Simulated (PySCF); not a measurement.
Computed IR spectrum (relative IR intensity) of a molecule C₃H₇BFN. The structure is a stationary point at ωB97X-D3(BJ)/def2-SVP. The values are those of a single conformer. All values below come from ωB97X-D3(BJ)/def2-SVP (PySCF 2.14.0). Harmonic, unscaled wavenumbers; measured fundamentals usually lie a few per cent lower.

Lines under 2 % of the strongest are left out, and lines within 2 cm⁻¹ are merged.

ν (cm⁻¹): 439 (vw), 463 (vw), 522 (vw), 563 (vs), 667 (w), 902 (m), 914 (m), 957 (m), 1158 (s), 1289 (m), 1352 (vs), 1388 (s), 1409 (m), 1444 (vw), 1472 (vw), 1618 (vs), 1747 (m), 3061 (vw), 3147 (w), 3163 (w), 3635 (m), 3738 (m) (against the strongest line: vs over 80 %, s over 45 %, m over 15 %, w over 4 %, vw less)

Q: Which molecule gave these data?
A) C=C(F)B(C)N
B) C/C=N/B(C)F
C) C=CB(F)NC
D) NB(F)C1CC1

A: A, C=C(F)B(C)N
